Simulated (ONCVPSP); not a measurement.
Logarithmic derivatives: technetium (Tc), ONCV

```json
{"Element": "technetium (Tc)", "Generator": "ONCVPSP 4.0.1", "Type": "optimised norm-conserving Vanderbilt (ONCV)", "Functional": "BLYP", "Relativity": "scalar-relativistic", "Frozen core": "[Kr]", "Valence charge": "7", "Reference configuration": "4d6 5s1", "Partial waves": "5s: rc 2.95 bohr, ncon 4, nbas 8, qcut 2.8 1/bohr, 2 projectors, debl 1.5 Ha; p scattering state at 0.06 Ha: rc 2.85 bohr, ncon 3, nbas 6, qcut 2.7 1/bohr, 2 projectors, debl 3.9 Ha; 4d: rc 2.10 bohr, ncon 3, nbas 7, qcut 8.4 1/bohr, 2 projectors, debl 2.7 Ha", "Local potential": "polynomial inside 1.45 bohr (lpopt 5, dvloc0 -1 Ha)", "Core correction": "Teter function, fcfact 3.75, rcfact 1.15"}
```

In the p channel the program set the typed energies aside and used 0.050, 3.950 Ha.

The phase is arctan(r·R′/R) of the radial function R(r), unwrapped; energies in Ha, scanned from -2 to 5 Ha. A pole is an energy at which the radial function vanishes at the test radius. The pseudo phase is shifted by a multiple of π to meet the all-electron one at the reference energy, and phase errors are pseudo minus all-electron; the curves can meet again beyond the range given. Levels narrower than the energy grid can be missing from the lists of poles.

```
channel  radius (bohr)  reference energy (Ha)  poles, all-electron     poles, pseudo  unbroken range about the reference energy with phases within 0.05 rad  phase error 1 Ha above the reference energy (rad)
      s           3.00                  -0.15           0.64, 3.99        0.64, 3.33                                                              below 1.9                                             -0.000
      p           2.89                   0.05          -1.54, 1.29  1.12, 2.22, 4.94                                                            -1.4 to 1.3                                             -0.034
      d           2.13                  -0.16                 0.37              0.37                                                        the whole range                                             +0.000
```

Note: ghosts flagged at negative energy: s at -107.4 eV; GHOST(+) flagged for p at 62.2 eV. A true bound ghost makes a file unfit for plane-wave use.

Phases in the d channel:

| E (Ha) | all-electron | pseudo |
| --- | --- | --- |
| -1.98 | 1.242 | 1.242 |
| -1.80 | 1.216 | 1.216 |
| -1.62 | 1.183 | 1.183 |
| -1.44 | 1.140 | 1.140 |
| -1.26 | 1.080 | 1.081 |
| -1.08 | 0.993 | 0.993 |
| -0.90 | 0.851 | 0.851 |
| -0.72 | 0.589 | 0.589 |
| -0.54 | 0.076 | 0.076 |
| -0.36 | -0.627 | -0.627 |
| -0.18 | -1.093 | -1.093 |
| 0.00 | -1.333 | -1.333 |
| 0.18 | -1.473 | -1.473 |
| 0.36 | -1.567 | -1.567 |
| 0.54 | -1.641 | -1.641 |
| 0.72 | -1.706 | -1.706 |
| 0.90 | -1.770 | -1.770 |
| 1.08 | -1.840 | -1.839 |
| 1.26 | -1.924 | -1.924 |
| 1.44 | -2.037 | -2.036 |
| 1.62 | -2.202 | -2.201 |
| 1.80 | -2.467 | -2.467 |
| 1.98 | -2.894 | -2.893 |
| 2.16 | -3.423 | -3.423 |
| 2.34 | -3.842 | -3.842 |
| 2.52 | -4.100 | -4.100 |
| 2.70 | -4.257 | -4.257 |
| 2.88 | -4.359 | -4.359 |
| 3.06 | -4.431 | -4.431 |
| 3.24 | -4.484 | -4.484 |
| 3.42 | -4.526 | -4.525 |
| 3.60 | -4.559 | -4.559 |
| 3.78 | -4.586 | -4.586 |
| 3.96 | -4.610 | -4.609 |
| 4.14 | -4.630 | -4.630 |
| 4.32 | -4.649 | -4.648 |
| 4.50 | -4.665 | -4.664 |
| 4.68 | -4.680 | -4.679 |
| 4.86 | -4.695 | -4.694 |
